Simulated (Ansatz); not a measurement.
Consider the germylene formation by 1,1-elimination: `C[O][GeH2][CH3]` → `[CH3][GeH]` + CH₃OH.

Isolated molecules relaxed with PBE0-D4/def2-TZVP in Ansatz; ΔE leaves out vibrations. CBS: MP2 limit from def2 TZ/QZ plus the TZ coupled-cluster correction, frozen cores. This one scheme is used for every species. Functionals use def2-TZVPP. B3LYP here is the variant with VWN-RPA as its local correlation; programs differ in this. For Ge outer-core shells are correlated without core-valence functions, which leaves a few kJ/mol of doubt a bond. Scalar relativity is left out up to krypton. Each species was taken in one conformer, which may not be the lowest.

```tsv
level	ΔE (kcal/mol)	difference from CCSD(T)/CBS
LDA (SPW92)	52.4	5.7
BLYP-D4	40.5	-6.2
B3LYP-D4	43.3	-3.4
CAM-B3LYP-D4	46.7	0.0
ωB97M-V	45.0	-1.7
revPBE	38.5	-8.2
r2SCAN	49.2	2.5
B3LYP	40.4	-6.3
r2SCAN0	49.4	2.7
LC-ωPBE	49.8	3.1
RPA@PBE/def2-TZVPP	46.0	-0.7
MP2/def2-SVP	51.9	5.2
HF/def2-TZVPP	43.5	-3.2
SCS-MP2/def2-TZVPP	49.8	3.1
HF/def2-QZVPP	43.4	-3.3
MP2/CBS(def2)	50.3	3.6
CCSD(T)/CBS	46.7	0
```

Largest T1 diagnostic among the species: 0.011.

In def2-TZVPP, CCSD(T) changes the Hartree–Fock value by +5.2 kcal/mol (the triples alone add +1.0 kcal/mol) and MP2 by +8.8 kcal/mol. Leaving LDA and LC-ωPBE aside and taking each functional with its dispersion term where it has one, the values, not all of them listed here, spread over 10.3 kcal/mol, from BLYP-D4 to PBE-QIDH. LDA lies +9.9 kcal/mol from PBE without D4.
